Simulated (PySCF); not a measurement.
## Basis and Hamiltonian dependence of the excitation energy of Cu²⁺

Cu²⁺ [Ar] 3d9 (2D) → Cu²⁺ [Ar] 3d8 4s1, s spin flipped. All values are computed (PySCF 2.14, energy differences of UHF-based or UKS calculations, no spin-orbit coupling). Values in eV.

```tsv
basis	Hamiltonian	functions	UHF	r2SCAN	PBE0	MP2 (valence)
aug-cc-pVDZ-DK	spin-free X2C	59	6.448	7.416	7.751	8.253
aug-cc-pVTZ-DK	spin-free X2C	93	6.236	7.318	7.677	8.176
x2c-QZVPPall	spin-free X2C	108	6.262	7.369	7.754	8.242
aug-cc-pVTZ-PP with one added diffuse shell each of s, p, d, f, g type with ECP10MDF	ECP	113	6.265	6.937	7.585	8.240
aug-cc-pwCVTZ-PP with ECP10MDF	ECP	122	6.243	6.910	7.554	8.260
```

Frozen in the all-electron rows: valence: [Ar]; with a core potential, the same shells as far as they lie outside it.

In the upper determinant the s electron has its spin opposite to the other open shell, which mixes two multiplicities.
